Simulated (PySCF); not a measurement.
## Electron correlation in Hg⁺ (mercury, charge +1)

[Xe] 4f14 5d10 6s1, 2S determinant. Calculation: PySCF 2.14, in ANO-RCC-VTZP (8s7p5d3f1g, 84 functions); the spin-free X2C one-electron Hamiltonian (Gaussian nucleus). Frozen: [Kr] 4d10 4f14; 19 electrons correlated.

```tsv
level	correlation energy (mhartree)
CCSD	-539.05
(T)	-15.31
CCSD(T)	-554.36
```

Diagnostics: T1 = 0.0089, D1 = 0.0365, largest double amplitude 0.016.

Cost of the coupled-cluster step: about 22 core-seconds, for 19 correlated electrons.
